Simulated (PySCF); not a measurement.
**Sb(35+): ionisation energy**

Sb(35+) [Ne] 3s2 3p4 [3p1/2^2 3p3/2^2, M_J = 2] → Sb(36+) [Ne] 3s2 3p3 [3p1/2^2 3p3/2^1, M_J = 3/2], as a difference of total energies. All numbers are calculated (PySCF 2.14, the two-component X2C-1e Hamiltonian, in an uncontracted even-tempered set (19 s from 6.6 bohr⁻², ratio 2.4; 14 p from 8.6 bohr⁻², ratio 2.4; 4 d from 33 bohr⁻², ratio 2.6; 4 f from 49 bohr⁻², ratio 2.6)). Correlated levels: 1s2 frozen; the 56 highest virtual spinors dropped. "Screened" scales the spin-orbit matrix elements by Boettger's factors to mimic the two-electron term; Breit and QED terms are absent.

```csv
method,ionisation energy (eV)
GHF (spin-free),2357.5
GMP2 (spin-free),2358.7
GHF (screened spin-orbit),2350.6
GMP2 (screened spin-orbit),2350.9
```

Breit and QED terms and the two-electron picture change are absent.

The spin-free rows relax to the high-spin LS determinant and lack the spin-orbit shift.

The labels give the starting determinants; with spin-orbit coupling the two ends relaxed to ⟨J²⟩ = 6.00, ⟨L²⟩ = 3.08, ⟨S²⟩ = 1.47 and ⟨J²⟩ = 3.75, ⟨L²⟩ = 2.19, ⟨S²⟩ = 1.69.

For comparison: 2349 ± 5 eV (theoretical estimate listed by NIST; NIST Atomic Spectra Database, ionization energies).
